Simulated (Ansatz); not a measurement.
Gas-phase electronic energies from Ansatz, PBE0-D4/def2-TZVP geometries. CCSD(T)/CBS is the MP2 limit (def2-TZVPP, def2-QZVPP) plus CCSD(T) − MP2 in def2-TZVPP, frozen cores. This one scheme is used for every species. DFT in def2-TZVPP. HSE06 is defined as in plane-wave codes. Each species was taken in one conformer, which may not be the lowest.

Reaction (cleavage of the Si–Al bond): `F[SiH](F)[AlH2]` + `O[SiH](O)O` → `O[SiH](O)O[SiH](F)F` + `[AlH3]`

| level | ΔE (kJ/mol) | difference from CCSD(T)/CBS |
| --- | --- | --- |
| PBE-D4 | -129.1 | 28.2 |
| revPBE-D4 | -132.1 | 25.2 |
| BLYP-D4 | -148.6 | 8.7 |
| r2SCAN0-D4 | -160.0 | -2.7 |
| BHLYP-D4 | -169.6 | -12.3 |
| revPBE | -120.3 | 37.0 |
| r2SCAN | -153.7 | 3.6 |
| PBE0 | -136.8 | 20.5 |
| r2SCAN0 | -158.2 | -0.9 |
| HSE06 | -136.6 | 20.7 |
| LC-ωPBE | -145.1 | 12.2 |
| RPA@PBE/def2-TZVPP | -156.4 | 0.9 |
| CCSD/def2-SVP | -161.8 | -4.5 |
| HF/def2-TZVPP | -178.9 | -21.6 |
| SCS-MP2/def2-QZVPP | -166.4 | -9.1 |
| HF/CBS(def2) | -181.8 | -24.5 |
| CCSD(T)/CBS | -157.3 | 0 |

Largest T1 diagnostic among the species: 0.012.

At CCSD(T), def2-SVP lies −3.4 kJ/mol from the extrapolated value and def2-TZVPP −1.7 kJ/mol. The D4 term adds −7.3 kJ/mol with B3LYP and −4.2 kJ/mol with PBE0; it sums over pairs of atoms, weighted by their polarisabilities, and B3LYP, whose exchange is more repulsive, gets the larger term.

B3LYP here is the variant with VWN-RPA as its local correlation; programs differ in this.
